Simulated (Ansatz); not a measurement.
System: diphosphane, P$_{2}$H$_{4}$ (charge 0, singlet). SMILES: PP
Structure (B3LYP-D3(BJ)/def2-TZVP (Ansatz, a program for electronic structure) minimum search):
```
P
H 1 1.4206
H 1 1.4206 2 92.33
P 1 2.2503 2 93.65 3 -93.89
H 4 1.4206 1 93.65 2 -86.71
H 4 1.4206 5 92.33 1 93.89
```
Charge 0, spin multiplicity 1.

Quantity: atomisation energy (electronic, to ground-state atoms), in eV. Valence correlation only, unless marked. UHF or UKS for open shells. No spin-orbit coupling. No relativistic terms. The coupled-cluster limit lacks core correlation, which all-electron functionals hold. CBS marks a two-point X^-3 extrapolation of the correlation energy; Hartree-Fock from the larger set.

```csv
level,program,atomisation energy (eV)
B3LYP-D4/def2-TZVPD,Ansatz + dftd4,16.33
RPA@PBE/cc-pV(T+d)Z,Ansatz,[?]
SCS-MP2/def2-QZVPP,Ansatz,15.89
CCSD/cc-pV(D+d)Z,Ansatz,[?]
CCSD/def2-SVP,Ansatz,14.16
"CCSD(T)/CBS(cc-pV(T+d)Z,cc-pV(Q+d)Z)",Ansatz,[?]
```

Question: Fill in the missing entries.

Answer: 
- RPA@PBE/cc-pV(T+d)Z, atomisation energy (eV): 15.43
- CCSD/cc-pV(D+d)Z, atomisation energy (eV): 14.15
- CCSD(T)/CBS(cc-pV(T+d)Z,cc-pV(Q+d)Z), atomisation energy (eV): 16.06
